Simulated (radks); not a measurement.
Task: Successive ionisation energies (eV) of one element, from differences of total energies of ions in their ground configurations, starting at charge 66: 17339.5, 17706.6, 18239.0, 18524.2, 74928, 76072. All-electron calculation, Dirac Kohn-Sham, exchange-only PBE, spin-unpolarised, spherical densities, finite nucleus; open shells fill j = l - 1/2 first; Fermi nuclear charge, rms radius 5.347 fm. Program: a radial shooting solver on a logarithmic mesh with Libxc functionals. Which element is it?

Result: Hafnium (Z = 72). The first species listed is Hf66+ in [He] 2s2 2p2, the last Hf71+ in 1s1.
